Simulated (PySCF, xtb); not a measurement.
Nb(O)(OH)3 (H3NbO4), SMILES [O]=[Nb]([OH])([OH])[OH], multiplicity 1.

xtb 6.7.1 with GFN2-xTB at its own geometry gives an orbital gap of 5.15 eV and a dipole moment of 4.02 D.

The structure is a stationary point at B3LYP-D3(BJ)/def2-SVP. The multiplicity is an assumed one; other spin states were not compared. The def2 effective core potentials stand for the cores of Nb; spin–orbit coupling is left out. Other conformers were not sampled.

### Question
What does PBE/def2-TZVP (PySCF) give? (An estimate is asked for; the answer gives what the named calculation found.)

### Answer
gap 5.94 eV (levels -7.58 and -1.64 eV), dipole 0.38 D.
